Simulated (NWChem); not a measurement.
# Correlation energy of ammonium (H4N (+1))

```xyz
5

N      0.0000     0.0000     0.0000
H      0.8428     0.0000     0.5960
H     -0.8428     0.0000     0.5960
H      0.0000     0.8428    -0.5960
H      0.0000    -0.8428    -0.5960
```
Charge +1, spin multiplicity 1.

Everything below was run with NWChem. All single points use one geometry, from B3LYP/def2-SVP, a minimum by its harmonic frequencies.

Basis set: def2-SVP. Each correlation energy counts from its own Hartree-Fock reference.

The correlated methods keep 1 core orbital frozen. Coupled-cluster values serve here as a point of comparison, not as the truth.

| method | correlation energy (mHa) |
|---|---|
| MP2 | ? |
| SCS-MP2 | ? |
| CR-CCSD[T] | -208.9 |
| CR-CCSD(T) | -208.9 |
| CCSD | ? |
| CCSD+T(CCSD) | -209.4 |
| CCSD(T) | -209.3 |
| CCSDT | ? |

Q: Complete the blanks.

A: 
- MP2, correlation energy (mHa): -187.5
- SCS-MP2, correlation energy (mHa): -190.2
- CCSD, correlation energy (mHa): -205.6
- CCSDT, correlation energy (mHa): -209.6
